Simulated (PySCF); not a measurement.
Computed shifts of a molecule C₄H₂BrCl, PBE/pcSseg-1 (PySCF), GIAO, gas phase, equivalent atoms averaged, in ppm (number of nuclei): ¹³C: 136.1 (1), 128.1 (1), 97.3 (1), 83.8 (1). ¹H: 6.75 (1), 3.89 (1). References: ¹³C against TMS (σ = 182.0 ppm); ³⁵Cl against HCl (σ = 936.5 ppm); ¹H against TMS (σ = 31.49 ppm), references at their B3LYP-D3(BJ)/def2-TZVP geometries, non-relativistic (without spin–orbit terms, shifts of atoms bonded to Cl or Br come out too high). Geometry: PBE0-D3(BJ)/def2-SVP. Other conformers were not sampled.

Task: Which molecule gave these data?
A. C#C/C(Cl)=C\Br
B. C#C/C(Br)=C\Cl
C. C#C/C=C(/Cl)Br

Result: A, C#C/C(Cl)=C\Br
